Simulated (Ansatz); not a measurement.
Mulliken charges of Cl$_{3}$Si (`Cl[Si](Cl)Cl`) radical from PBE/def2-TZVPP in Ansatz (PBE0-D4/def2-TZVP geometry).

```tsv
atom	x (Å)	y (Å)	z (Å)	charge (e)
Cl1	-1.525	-0.592	1.030	-0.154
Si2	0.116	0.389	0.311	0.463
Cl3	1.695	-0.904	0.219	-0.154
Cl4	-0.286	1.106	-1.560	-0.154
```

By hand: the dipole of these point charges (1 e Å = 4.8032 D).

Σ q r = (0.072, 0.240, 0.192) e Å, of length 0.316 e Å = 1.52 D.

How does the dipole of the full density compare? (An estimate is asked.)

The calculation gave: (0.021, 0.069, 0.055) e Å, 0.44 D; the point charges give 3.45 times that, at 0° from its direction.

Point charges leave out the atoms' own dipoles, such as those of lone pairs, and Mulliken's split depends on the basis, so the two needn't agree.
